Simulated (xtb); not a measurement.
AlI$_{3}$ (SMILES [I][Al]([I])[I]), singlet, geometry from GFN2-xTB (such geometries of metal compounds can be far from the true shape). Base run: GFN2-xTB (xtb).

The xtb input:
```
$ xtb mol.xyz --gfn 2 --json

# file mol.xyz
4

Al    -0.00000000    -0.00000000    -0.00000000
I     -2.05711704    -1.44131268    -0.05276184
I      0.00659413     2.22306763    -1.17039456
I      2.05052292    -0.78175495     1.22315640
```

Each row names what was changed in the base input (with any setting that the change needs).

| change | ΔE vs base (mEh) | HOMO-LUMO gap (eV) | G_solv (kcal/mol) | SCF cycles |
|---|---|---|---|---|
| base | 0.000 | 4.00 | - | 13 |
| gbsa = thf | ? | ? | ? | 13 |
| acc = 1000 | 0.001 | 4.01 | - | 8 |
| gbsa = chcl3 | -20.564 | 4.03 | -13.02 | 14 |
| etemp = 5000 | -1.147 | 4.01 | - | 14 |
| alpb = toluene | ? | 4.01 | ? | 13 |
| alpb = chcl3 | -19.904 | 4.03 | -12.63 | 14 |

### Question
Fill in the missing entries.

### Answer

- gbsa = thf, ΔE vs base (mEh): -15.384
- gbsa = thf, HOMO-LUMO gap (eV): 4.02
- gbsa = thf, G_solv (kcal/mol): -9.69
- alpb = toluene, ΔE vs base (mEh): -14.375
- alpb = toluene, G_solv (kcal/mol): -9.03

ALPB and GBSA are two models with their own fitted parameters for each solvent, which aren't always the measured dielectric constant.
